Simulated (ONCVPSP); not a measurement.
Tb (Z = 65): ONCV pseudisation with PBE, scalar-relativistic reference atom.

Input for ONCVPSP 4.0.1:

```
# ATOM AND REFERENCE CONFIGURATION
# atsym  z   nc   nv     iexc    psfile
  Tb 65.00   10    2        4      upf
#
#   n    l    f
    1    0    2.00
    2    0    2.00
    2    1    6.00
    3    0    2.00
    3    1    6.00
    3    2   10.00
    4    0    2.00
    4    1    6.00
    4    2   10.00
    4    3    8.00
    5    0    2.00
    5    1    6.00
#
# PSEUDOPOTENTIAL AND OPTIMIZATION
# lmax
    2
#
#   l,   rc,      ep,       ncon, nbas, qcut
    0    1.70    0.00    4    9    6.60
    1    2.35    0.00    5    9    6.80
    2    2.45    0.05    3    7    3.40
#
# LOCAL POTENTIAL
# lloc, lpopt,  rc(5),   dvloc0
    4    5    1.20    0.00
#
# VANDERBILT-KLEINMAN-BYLANDER PROJECTORs
# l, nproj, debl
    0    2    0.40
    1    2    1.00
    2    2    3.90
#
# MODEL CORE CHARGE
# icmod, fcfact, rcfact
    3    2.00    1.45
#
# LOG DERIVATIVE ANALYSIS
# epsh1, epsh2, depsh
   -4.00    5.00    0.02
#
# OUTPUT GRID
# rlmax, drl
    6.00    0.01
#
# TEST CONFIGURATIONS
# ncnf
    4
# nvcnf
#   n    l    f
    4
    5    0    2.00
    5    1    6.00
    5    2    1.00
    6    0    2.00
#
    4
    5    0    2.00
    5    1    6.00
    5    2    1.00
    6    0    1.00
#
    3
    5    0    2.00
    5    1    6.00
    5    2    1.00
#
    4
    5    0    2.00
    5    1    6.00
    5    2    1.00
    6    1    1.00
#
```

Command:

```bash
oncvpsp.x < Tb.dat > Tb.out
```

The program printed (shortened: citation, most of the input echo, consistency checks and plot data are left out):

```
ONCVPSP  (Optimized Norm-Conservinng Vanderbilt PSeudopotential)
scalar-relativistic version 4.0.1

#   n    l    f        energy (Ha)
    1    0    2.00    -1.9070744E+03
    2    0    2.00    -3.1712428E+02
    2    1    6.00    -2.8190055E+02
    3    0    2.00    -7.1284723E+01
    3    1    6.00    -6.0424270E+01
    3    2   10.00    -4.6281729E+01
    4    0    2.00    -1.5077190E+01
    4    1    6.00    -1.1497677E+01
    4    2   10.00    -6.5852758E+00
    4    3    8.00    -1.2576540E+00
    5    0    2.00    -2.8108270E+00
    5    1    6.00    -1.9382260E+00

Reference configufation results
  iterations    27
  all-electron total energy (Ha)   -1.17073610D+04

Begin loop to  construct optimized pseudo wave functions
and semi-local pseudopoentials for all angular momenta

WARNING wellstate: negative energy specified for n= 6 l=  0
WARNING scattering state with energy  0.25000000
WARNING will be used for the first projector

   Wellstate for l =  0  n =  7
     eigenvalue =   0.2500
     asymptotic potential =   0.7500
     half-point radius =  2.9831

Calculating optimized projector #   1

 for l=   0

    Fraction of norm inside rc  0.839045
    Optimizing pswf for qcut=   6.59 a_B^-1,  ecut=  21.74 Ha
    Residual kinetic energy error=  1.94D-05 Ha

    Energy error per electron        Cutoff
         Ha          eV             Ha
         0.01000     0.27211       13.31
         0.00100     0.02721       16.89
         0.00010     0.00272       19.63
         0.00001     0.00027       31.17

Calculating optimized projector #   2

 for l=   0

    Fraction of norm inside rc  0.035203
    Optimizing pswf for qcut=   6.59 a_B^-1,  ecut=  21.74 Ha
    Residual kinetic energy error=  1.45D-05 Ha

    Energy error per electron        Cutoff
         Ha          eV             Ha
         0.01000     0.27211       11.25
         0.00100     0.02721       15.87
         0.00010     0.00272       19.14
         0.00001     0.00027       23.85

WARNING wellstate: moderately localized bound state found for n= 6 l=  1
WARNING scattering state with energy  0.05000000
WARNING will be used for the first projector

   Wellstate for l =  1  n =  7
     eigenvalue =   0.0500
     asymptotic potential =   0.5500
     half-point radius =  4.7084

Calculating optimized projector #   1

 for l=   1

    Fraction of norm inside rc  0.936166
    Optimizing pswf for qcut=   6.80 a_B^-1,  ecut=  23.10 Ha
    Residual kinetic energy error=  3.17D-07 Ha

    Energy error per electron        Cutoff
         Ha          eV             Ha
         0.01000     0.27211        5.66
         0.00100     0.02721       13.36
         0.00010     0.00272       17.06
         0.00001     0.00027       19.62

Calculating optimized projector #   2

 for l=   1

    Fraction of norm inside rc  0.089655
    Optimizing pswf for qcut=   6.80 a_B^-1,  ecut=  23.10 Ha
    Residual kinetic energy error=  3.36D-07 Ha

    Energy error per electron        Cutoff
         Ha          eV             Ha
         0.01000     0.27211        5.07
         0.00100     0.02721       12.07
         0.00010     0.00272       16.67
         0.00001     0.00027       19.62

WARNING wellstate: localized bound state found for n= 5 l= 2
WARNING this state with energy -0.91064363
WARNING will be used for the first projector

   Wellstate for l =  2  n =  9
     eigenvalue =   2.9894
     asymptotic potential =   3.4894
     half-point radius =  4.7095

Calculating optimized projector #   1

 for l=   2

    Fraction of norm inside rc  0.699385
    Optimizing pswf for qcut=   3.40 a_B^-1,  ecut=   5.79 Ha
    Residual kinetic energy error=  9.00D-03 Ha

    Energy error per electron        Cutoff
         Ha          eV             Ha
         0.01000     0.27211        5.72
         0.00100     0.02721       20.89
         0.00010     0.00272       40.29
         0.00001     0.00027       78.83

Calculating optimized projector #   2

 for l=   2

    Fraction of norm inside rc  0.087640
    Optimizing pswf for qcut=   3.40 a_B^-1,  ecut=   5.79 Ha
    Residual kinetic energy error=  2.19D-01 Ha

    Energy error per electron        Cutoff
         Ha          eV             Ha
         0.01000     0.27211        8.69
         0.00100     0.02721       27.39
         0.00010     0.00272       43.97
         0.00001     0.00027       80.04

Construct Vanderbilt / Kleinmman-Bylander projectors

B matrix Hermiticity error, ll=   0
   1   2   -2.7381E-04

  Orthonormal projector coefficients  1.2982E+01  1.4348E+00

B matrix Hermiticity error, ll=   1
   1   2   -1.5175E-04

  Orthonormal projector coefficients  8.4358E+00  9.8151E-01

B matrix Hermiticity error, ll=   2
   1   2   -1.4471E-04

  Orthonormal projector coefficients  4.8890E+00 -3.1870E+00

Model core correction analysis
  based on d2Exc/dn_idn_j

d2excae - all-electron derivatives

   -2.705844D-02   -2.430970D-02
   -2.430958D-02   -2.517297D-02

d2excps - pseudofunction derivatives with no core correction

   -4.076464D-02   -3.367260D-02
   -3.367358D-02   -3.157519D-02

rms 2nd derivative error    1.005232E-02

rmatch, rhocmatch    8.9073    0.0000

Teter function model core charge with specified parameters

d2excps - pseudofunction derivatives with core correction

   -4.076464D-02   -3.367260D-02
   -3.367358D-02   -3.157519D-02

rms 2nd derivative error    1.005232E-02

Pseudoatom total energy  -35.927578

Diagnostic tests using Vanderbilt-Kleinman-Bylander pseudopotentials
  1 or more projectors used as specified by nproj input data

   l    rcore       rmatch      e in        delta e   norm test  slope test

   0   1.7088383   1.7607223  -2.8108270  -0.0000063   1.0001192   1.0001262
   0   1.7088383   1.7607223   0.2500000   0.0000631   1.0001400   1.0001400

   1   2.3604344   2.4321023  -1.9382260  -0.0000002   1.0000944   1.0000955
   1   2.3604344   2.4321023   0.0500000   0.0000141   1.0001537   1.0001537

   2   2.4613750   2.5361077  -0.9106436  -0.0000990   0.9999889   0.9996955
   2   2.4613750   2.5361077   2.9893564  -0.0002088   0.9999377   0.9999377

 Testing for bound ghosts
   n   l    E NL Schr. Eq   E Basis Diag.   E Cutoff

   1   0       -2.810833       -2.810830    119.73

   2   1       -1.938226       -1.938226     71.27

   3   2       -0.910743       -0.910507     42.63

 Testing for highly-localized positive-energy ghosts
       l    <radius>/rc     E Basis Diag.   E Cutoff

       0        0.188626       -0.292824    119.73  WARNING - GHOST(+)

       1        0.919313        5.099076     71.27  WARNING - GHOST(+)

       2        0.554225        4.977204     42.63  WARNING - GHOST(+)

Test configuration 0

   n   l     f        eae           eps        diff
   1   0  2.0000-1907.07437430
   2   0  2.0000 -317.12428107
   2   1  6.0000 -281.90055202
   3   0  2.0000  -71.28472272
   3   1  6.0000  -60.42426987
   3   2 10.0000  -46.28172911
   4   0  2.0000  -15.07718957
   4   1  6.0000  -11.49767664
   4   2 10.0000   -6.58527579
   4   3  8.0000   -1.25765396
   5   0  2.0000   -2.81082699   -2.81083328   -6.29D-06
   5   1  6.0000   -1.93822604   -1.93822619   -1.54D-07

    Total energies and differences
      AE_ref= -1.17073610D+04  AE_tst= -1.17073610D+04  dif=  0.00D+00
      PS_ref= -3.59275780D+01  PS_tst= -3.59275780D+01  dif= -1.42D-14
      PSP excitation error=  1.42D-14

Test configuration 1

psatom: WARNING lschvkbb convergence error n,l,iter=   2   0   2
ea(ii),et,emin,emax -8.384989E-01 -9.223487E-01 -9.223487E-01 -9.223487E-01
run_config: WARNING for fully non-local PS atom, stg. 2
 WARNING no output for configuration 2

Test configuration 2

psatom: WARNING lschvkbb convergence error n,l,iter=   2   0   2
ea(ii),et,emin,emax -8.384989E-01 -9.223487E-01 -9.223487E-01 -9.223487E-01
run_config: WARNING for fully non-local PS atom, stg. 2
 WARNING no output for configuration 3

Test configuration 3

   n   l     f        eae           eps        diff
   1   0  2.0000-1906.65453657
   2   0  2.0000 -316.70258389
   2   1  6.0000 -281.47873393
   3   0  2.0000  -70.86762818
   3   1  6.0000  -60.00711843
   3   2 10.0000  -45.86384516
   4   0  2.0000  -14.65994589
   4   1  6.0000  -11.08001136
   4   2 10.0000   -6.16687037
   4   3  8.0000   -0.84088100
   5   0  2.0000   -2.39595326   -2.39214918    3.80D-03
   5   1  6.0000   -1.53451106   -1.53202608    2.48D-03
   5   2  1.0000   -0.55789529   -0.55962982   -1.73D-03

    Total energies and differences
      AE_ref= -1.17073610D+04  AE_tst= -1.17080916D+04  dif= -7.31D-01
      PS_ref= -3.59275780D+01  PS_tst= -3.66594711D+01  dif= -7.32D-01
      PSP excitation error=  1.30D-03

Test configuration 4

   n   l     f        eae           eps        diff
   1   0  2.0000-1906.42283362
   2   0  2.0000 -316.47219546
   2   1  6.0000 -281.24820914
   3   0  2.0000  -70.63801026
   3   1  6.0000  -59.77748127
   3   2 10.0000  -45.63418307
   4   0  2.0000  -14.43033168
   4   1  6.0000  -10.85035510
   4   2 10.0000   -5.93720347
   4   3  8.0000   -0.61155333
   5   0  2.0000   -2.16696131   -2.16140090    5.56D-03
   5   1  6.0000   -1.30636365   -1.30247130    3.89D-03
   5   2  1.0000   -0.34306156   -0.34458581   -1.52D-03
   6   1  1.0000   -0.23605215   -0.23879627   -2.74D-03

    Total energies and differences
      AE_ref= -1.17073610D+04  AE_tst= -1.17084076D+04  dif= -1.05D+00
      PS_ref= -3.59275780D+01  PS_tst= -3.69780158D+01  dif= -1.05D+00
      PSP excitation error=  3.85D-03
```

Note: ghosts flagged at negative energy: s at -8.0 eV; GHOST(+) flagged for d at 135.4 eV, p at 138.8 eV. A true bound ghost makes a file unfit for plane-wave use.

The run took about 4.6 s on one core of a shared server CPU.
